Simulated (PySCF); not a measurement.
A structure optimised at PBE-D3(BJ)/def2-SVP, used in a PySCF frequency run:

```
Si
H 1 1.5048
C 1 1.8876 2 110.42
H 3 1.1079 1 110.80 2 -57.56
H 3 1.1095 4 108.08 1 121.49
H 3 1.1101 4 108.51 5 116.76
C 1 1.8876 2 110.42 3 122.86
H 7 1.1079 1 110.80 2 57.56
H 7 1.1095 8 108.08 1 -121.49
H 7 1.1101 8 108.51 9 -116.76
S 1 2.1752 2 102.63 3 -118.57
H 11 1.3636 1 94.20 2 -180.00
```
Charge 0, spin multiplicity 1.

Problem. Write its SMILES, formula and point group.

Solution. C[SiH](C)S, C₂H₈SSi, Cs

Problem. What are its rotational constants (standard atomic weights)?

Solution. 5.2597, 2.9799, 2.1586 GHz
